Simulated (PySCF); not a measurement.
Method: PySCF 2.14.0 with PBE-D3(BJ)/def2-TZVP // PBE-D3(BJ)/def2-SVP. Gas-phase values, no solvent. 

Reference species (SMILES): `c1cc2sccc2s1` (neutral, multiplicity 1).

The HOMO is -5.33 eV and the hole reorganisation energy (four-point) is 0.297 eV. The HOMO–LUMO gap comes out as 3.61 eV.

Changed species: `c1oc2ccoc2c1` (E = O; the reference has E = S).

### Question
Give the shifts of the HOMO, hole reorganisation energy (four-point) and HOMO–LUMO gap.

### Answer
the HOMO rises by 0.25 eV, to -5.08 eV; the hole reorganisation energy (four-point) decreases by 0.034 eV, to 0.263 eV; the HOMO–LUMO gap rises by 0.20 eV, to 3.81 eV.
